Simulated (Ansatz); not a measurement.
Reaction: H4SiO2 (dihydroxysilane, SMILES O[SiH2]O) → H3SiO2 (SMILES O[SiH]O, doublet) + H (doublet) (the H-Si bond breaks)
Each species at its own B3LYP-D3(BJ)/def2-TZVP minimum (Ansatz, a program for electronic structure), one conformer.

Wanted: bond dissociation energy (electronic), in kJ/mol. UHF or UKS for unpaired electrons; spin-orbit terms are left out. CBS(X,Y): correlation extrapolated as X^-3, Hartree-Fock from the larger set. A bracket is a step between two methods taken in the basis named. The functionals are non-relativistic, so their misses hold any scalar relativity. Double hybrids freeze cores in their MP2 part. '+ core + X2C': CCSD(T) terms for core correlation (cc-pwCVTZ, 1s frozen past Ne) and scalar relativity (cc-pVTZ-DK). Where a partner has so few electrons that a lower coupled-cluster level is exact, that level stands in.

CCSD(T)/CBS(cc-pV(T+d)Z,cc-pV(Q+d)Z) + [CCSDT(Q) - CCSD(T)]/cc-pV(D+d)Z + core + X2C (Ansatz) gives 422.1 kJ/mol.

### Question
What does PBE/def2-TZVPD (Ansatz) give here, and how do the other levels compare?

### Answer
PBE gives 385.2 kJ/mol, 36.9 kJ/mol below it. Differences of the others: r2SCAN/def2-TZVPD (Ansatz) -27.6; B3LYP/def2-TZVPD (Ansatz) -15.7; B2PLYP/def2-TZVPD (Ansatz) -15.1; CCSD(T)/CBS(cc-pV(T+d)Z,cc-pV(Q+d)Z) + core + X2C (Ansatz) 0.4 kJ/mol. Nearer than PBE: r2SCAN/def2-TZVPD, B3LYP/def2-TZVPD, B2PLYP/def2-TZVPD, CCSD(T)/CBS(cc-pV(T+d)Z,cc-pV(Q+d)Z) + core + X2C.
